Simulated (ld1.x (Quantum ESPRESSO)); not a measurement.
## Scattering properties, TM semilocal potential for Co (Z = 27)

- Element: Co
- Generator: ld1.x (Quantum ESPRESSO) 7.5
- Type: norm-conserving Troullier–Martins (semilocal form)
- Functional: LDA (PZ)
- Relativity: scalar-relativistic
- Frozen core: [Ne]
- Valence charge: 17
- Reference configuration: 3s2 3p6 3d7 4s2 4p0
- Partial waves: 3s (bound): rc 0.75 bohr; 3p (bound): rc 1.35 bohr; 4f channel at 0.45 Ry: rc 1.25 bohr; 3d (bound): rc 1.50 bohr
- Local potential: the d channel
- Core correction: none

Occupied shells without a wave of their own: 4s. They enter only through the test configuration that unscreens the potential.

The phase is arctan(r·u′/u) with u = r·R(r), unwrapped; energies in Ry, scanned from -9 to 5 Ry. A pole is an energy at which the radial function vanishes at the test radius. The pseudo phase is shifted by a multiple of π to meet the all-electron one at the reference energy, and phase errors are pseudo minus all-electron; the curves can meet again beyond the range given. Levels narrower than the energy grid can be missing from the lists of poles.

```json
{"channel": "s", "radius (bohr)": "1.65", "reference energy (Ry)": "-7.49", "poles, all-electron": "-7.22", "poles, pseudo": "-7.22", "unbroken range about the reference energy with phases within 0.05 rad": "the whole range", "phase error 1 Ry above the reference energy (rad)": "-0.000"}
{"channel": "p", "radius (bohr)": "1.65", "reference energy (Ry)": "-4.82", "poles, all-electron": "-4.41", "poles, pseudo": "-4.41", "unbroken range about the reference energy with phases within 0.05 rad": "the whole range", "phase error 1 Ry above the reference energy (rad)": "-0.000"}
{"channel": "d", "radius (bohr)": "1.65", "reference energy (Ry)": "-0.62", "poles, all-electron": "0.19", "poles, pseudo": "0.24", "unbroken range about the reference energy with phases within 0.05 rad": "below 2.1", "phase error 1 Ry above the reference energy (rad)": "+0.015"}
{"channel": "f", "radius (bohr)": "1.65", "reference energy (Ry)": "0.45", "poles, all-electron": "none", "poles, pseudo": "none", "unbroken range about the reference energy with phases within 0.05 rad": "the whole range", "phase error 1 Ry above the reference energy (rad)": "+0.000"}
```

Phases in the f channel:

```json
{"E (Ry)": "-9.00", "all-electron": "1.395", "pseudo": "1.395"}
{"E (Ry)": "-8.76", "all-electron": "1.393", "pseudo": "1.393"}
{"E (Ry)": "-8.52", "all-electron": "1.391", "pseudo": "1.391"}
{"E (Ry)": "-8.28", "all-electron": "1.389", "pseudo": "1.390"}
{"E (Ry)": "-8.04", "all-electron": "1.388", "pseudo": "1.388"}
{"E (Ry)": "-7.80", "all-electron": "1.386", "pseudo": "1.386"}
{"E (Ry)": "-7.56", "all-electron": "1.384", "pseudo": "1.384"}
{"E (Ry)": "-7.32", "all-electron": "1.381", "pseudo": "1.381"}
{"E (Ry)": "-7.08", "all-electron": "1.379", "pseudo": "1.379"}
{"E (Ry)": "-6.84", "all-electron": "1.377", "pseudo": "1.377"}
{"E (Ry)": "-6.60", "all-electron": "1.375", "pseudo": "1.375"}
{"E (Ry)": "-6.36", "all-electron": "1.372", "pseudo": "1.372"}
{"E (Ry)": "-6.12", "all-electron": "1.370", "pseudo": "1.370"}
{"E (Ry)": "-5.88", "all-electron": "1.367", "pseudo": "1.367"}
{"E (Ry)": "-5.64", "all-electron": "1.365", "pseudo": "1.365"}
{"E (Ry)": "-5.40", "all-electron": "1.362", "pseudo": "1.362"}
{"E (Ry)": "-5.16", "all-electron": "1.359", "pseudo": "1.359"}
{"E (Ry)": "-4.92", "all-electron": "1.356", "pseudo": "1.356"}
{"E (Ry)": "-4.68", "all-electron": "1.353", "pseudo": "1.353"}
{"E (Ry)": "-4.44", "all-electron": "1.349", "pseudo": "1.349"}
{"E (Ry)": "-4.20", "all-electron": "1.346", "pseudo": "1.346"}
{"E (Ry)": "-3.96", "all-electron": "1.342", "pseudo": "1.342"}
{"E (Ry)": "-3.72", "all-electron": "1.339", "pseudo": "1.339"}
{"E (Ry)": "-3.48", "all-electron": "1.335", "pseudo": "1.335"}
{"E (Ry)": "-3.24", "all-electron": "1.330", "pseudo": "1.330"}
{"E (Ry)": "-3.00", "all-electron": "1.326", "pseudo": "1.326"}
{"E (Ry)": "-2.76", "all-electron": "1.321", "pseudo": "1.321"}
{"E (Ry)": "-2.52", "all-electron": "1.317", "pseudo": "1.317"}
{"E (Ry)": "-2.28", "all-electron": "1.312", "pseudo": "1.312"}
{"E (Ry)": "-2.04", "all-electron": "1.306", "pseudo": "1.306"}
{"E (Ry)": "-1.80", "all-electron": "1.300", "pseudo": "1.300"}
{"E (Ry)": "-1.56", "all-electron": "1.294", "pseudo": "1.294"}
{"E (Ry)": "-1.32", "all-electron": "1.288", "pseudo": "1.288"}
{"E (Ry)": "-1.08", "all-electron": "1.281", "pseudo": "1.281"}
{"E (Ry)": "-0.84", "all-electron": "1.273", "pseudo": "1.273"}
{"E (Ry)": "-0.60", "all-electron": "1.265", "pseudo": "1.265"}
{"E (Ry)": "-0.36", "all-electron": "1.257", "pseudo": "1.257"}
{"E (Ry)": "-0.12", "all-electron": "1.248", "pseudo": "1.248"}
{"E (Ry)": "0.12", "all-electron": "1.238", "pseudo": "1.238"}
{"E (Ry)": "0.36", "all-electron": "1.227", "pseudo": "1.227"}
{"E (Ry)": "0.60", "all-electron": "1.215", "pseudo": "1.215"}
{"E (Ry)": "0.84", "all-electron": "1.202", "pseudo": "1.202"}
{"E (Ry)": "1.08", "all-electron": "1.187", "pseudo": "1.187"}
{"E (Ry)": "1.32", "all-electron": "1.171", "pseudo": "1.171"}
{"E (Ry)": "1.56", "all-electron": "1.154", "pseudo": "1.154"}
{"E (Ry)": "1.80", "all-electron": "1.134", "pseudo": "1.134"}
{"E (Ry)": "2.04", "all-electron": "1.112", "pseudo": "1.112"}
{"E (Ry)": "2.28", "all-electron": "1.086", "pseudo": "1.086"}
{"E (Ry)": "2.52", "all-electron": "1.057", "pseudo": "1.057"}
{"E (Ry)": "2.76", "all-electron": "1.024", "pseudo": "1.024"}
{"E (Ry)": "3.00", "all-electron": "0.985", "pseudo": "0.985"}
{"E (Ry)": "3.24", "all-electron": "0.938", "pseudo": "0.939"}
{"E (Ry)": "3.48", "all-electron": "0.883", "pseudo": "0.884"}
{"E (Ry)": "3.72", "all-electron": "0.817", "pseudo": "0.818"}
{"E (Ry)": "3.96", "all-electron": "0.736", "pseudo": "0.737"}
{"E (Ry)": "4.20", "all-electron": "0.636", "pseudo": "0.638"}
{"E (Ry)": "4.44", "all-electron": "0.513", "pseudo": "0.515"}
{"E (Ry)": "4.68", "all-electron": "0.363", "pseudo": "0.366"}
{"E (Ry)": "4.92", "all-electron": "0.184", "pseudo": "0.188"}
```
